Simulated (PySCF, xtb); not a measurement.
AlH2I, SMILES [AlH2][I].

GFN2-xTB (xtb) at its own geometry gives an orbital gap of 5.05 eV and a dipole moment of 3.38 D.

Geometry optimised at PBE-D3(BJ)/def2-TZVP. The def2 effective core potentials stand for the cores of I; spin–orbit coupling is left out.

Problem. What does PySCF with M06-2X/def2-TZVPD give? (The exact figures need the calculation; the answer reports its results.)

Solution. gap 7.43 eV (levels -8.77 and -1.34 eV), dipole 1.28 D.
